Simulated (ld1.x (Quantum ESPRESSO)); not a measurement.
Values are calculated unless marked as measured or tabulated.
Pseudopotentials across the periodic table

Generated with ld1.x 7.5 (TM, RRKJ, ultrasoft, PAW), atompaw 4.2 or ONCVPSP 4.0.1. The cutoff is in Ry: for ld1.x and atompaw files where the sum of valence levels is converged to 10 mRy in a Bessel basis, for ONCV files where the hardest occupied wave has 1 mHa per electron of residual kinetic energy. The error is the largest all-electron minus pseudo excitation energy over each file’s own four to seven test configurations (ionisations up to +4, promotions, holes and added fractions of an electron), all of which were solved. The labels leave out finer settings (local radius, basis sizes, second energies), which also bear on the numbers. Spin-polarised tests are not counted. The rows are a selection from randomly drawn settings: files with unsolved tests, undetermined cutoffs or missed reference levels are left out.

A true bound ghost makes a file unfit for plane-wave use even where its test errors are small: the radial tests pick states by their node count and pass the ghost by.

| element | potential | cutoff (Ry) | largest error (meV) | bound ghosts |
| --- | --- | --- | --- | --- |
| O | ultrasoft, LDA (PZ), scalar-relativistic, rc 1.00/2.10/1.85 (spd), local smoothed, core correction yes, reference 2s1.75 2p4.25 | 18 | +428 | none |
| Si | RRKJ, LDA (PZ), scalar-relativistic, rc 1.45/2.40 (sp), local p, core correction no, reference 3s2 3p2 | 25 | +221 | none |
| Cl | PAW, PBE, non-relativistic, rc 1.25/1.45/1.10 (spd), local smoothed, core correction yes, reference 3s2 3p5 | 30 | -12 | none |
| Ar | ultrasoft, PBE, non-relativistic, rc 1.25/1.35/1.35 (spd), local smoothed, core correction no, reference 3s2 3p6 | 35 | +92 | none |
| Tc | TM, PBE, scalar-relativistic, rc 2.05/1.90/1.45 (spd), local p, core correction yes, reference 4p6 4d5 5s0 5p0 | 50 | +281 | s |
| Te | TM, PBE, scalar-relativistic, rc 1.60/1.55 (sp), local s, core correction yes, reference 5s1.75 5p4.25 | 55 | -249 | p |
| Hg | PAW, LDA (PZ), scalar-relativistic, rc 2.15/2.15/2.25 (spd), local smoothed, core correction yes, reference 5d10 6s0 6p0 | 21 | -369 | p |

(1) Fill in the row for Ta: TM, PBE, scalar-relativistic, rc 2.70/1.60/1.85 (spd), local p, core correction no, reference 5p6 5d3 6s0 6p0.

(2) Fill in the row for Br: TM, PBE, scalar-relativistic, rc 1.05/1.35/1.45 (spd), local d, core correction yes, reference 4s2 4p4.

## Answers

(1) cutoff 50 Ry, largest error +81 meV, bound ghosts: s.

(2) cutoff 110 Ry, largest error -117 meV, bound ghosts: p.
